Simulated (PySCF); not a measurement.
**¹⁷O chemical shifts**

[PySCF 2.14: geometry from GFN2-xTB; PBE0/pcSseg-1 with gauge-including orbitals; rapidly exchanging positions averaged; one conformer; non-relativistic; no solvent model]

Shieldings were converted by a linear fit to measured shifts: ¹⁷O: δ = 266.70 − 0.911σ (rms 10.7 ppm, 155 shifts, 12.2 ppm with the 3 outliers that the fit left out vs liquid water, solution or neat liquid). Occasional misses reach two or three times the rms, and more in compound classes unlike the fitted ones.

Question: Give the ¹⁷O shifts of `O=C=C(C=O)[C@H]([SiH3])CCl`, `CN(C)CCC=O`.

Answer: 
```csv
compound,environment,δ (ppm)
[O:1]=[C:2]=[C:3]([CH:4]=[O:5])[C@H:6]([SiH3:7])[CH2:8][Cl:9],O5: aldehyde oxygen,469.2
[O:1]=[C:2]=[C:3]([CH:4]=[O:5])[C@H:6]([SiH3:7])[CH2:8][Cl:9],O1: carbonyl oxygen,328.6
CN(C)CCC=O,aldehyde oxygen,600.3
```

Question: Match the shifts 600.3, 341.3, 293.9, 9.7 ppm to `CC(=O)NC(C)C`, `CO[C@H]1C[C@@H](N)C1`, `Cc1cpc(C#N)o1`, `CN(C)CCC=O`.

Answer: 600.3: CN(C)CCC=O (aldehyde oxygen); 341.3: CC(=O)NC(C)C (amide-type carbonyl oxygen); 293.9: Cc1cpc(C#N)o1 (aromatic ring oxygen); 9.7: CO[C@H]1C[C@@H](N)C1 (ether oxygen).

In solution the two oxygens of a carboxylic acid give one averaged line by proton exchange, and hydrogen bonding shields acid and N–H amide carbonyl oxygens by tens of ppm; neither is in these numbers.
